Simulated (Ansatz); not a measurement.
Ga3H2. Total charge 0; quartet. Geometry r2SCAN-D4/def2-SVP; atoms count from 1.

```
atom    x (Å)    y (Å)    z (Å)
 Ga1   0.1068   1.1936   0.0228
 Ga2   0.8640  -0.5004  -1.9200
 Ga3  -0.3093  -1.0764   0.4272
  H4  -0.7969  -2.3508   1.1879
  H5   0.1354   2.7340   0.2820
```

At PBE0-D4/def2-TZVP a doublet of charge 0 lies 0.76 eV below the quartet, each at its own geometry. The structure comes from a short search, and lower isomers may exist.

Q: Estimate the Mulliken populations from the PBE0/def2-TZVP orbitals of Ansatz.

A: 
```json
{"atom": "Ga1", "charge (e)": "0.03", "spin (α − β)": "0.90"}
{"atom": "Ga2", "charge (e)": "0.00", "spin (α − β)": "1.04"}
{"atom": "Ga3", "charge (e)": "0.03", "spin (α − β)": "0.90"}
{"atom": "H4", "charge (e)": "-0.03", "spin (α − β)": "0.07"}
{"atom": "H5", "charge (e)": "-0.03", "spin (α − β)": "0.07"}
```
Mulliken values and Mayer orders depend strongly on the basis.

Q: Where does the spin sit?

A: Summed by element: Ga 2.85, H 0.15, of 3 unpaired in all. Largest on single atoms: Ga2 1.04, Ga3 0.90, Ga1 0.90.

Q: And the Mayer bond orders between bonded heavy atoms (over 0.3)?

A: Ga1–Ga2 0.76 (2.69 Å); Ga1–Ga3 1.14 (2.34 Å); Ga2–Ga3 0.76 (2.69 Å).
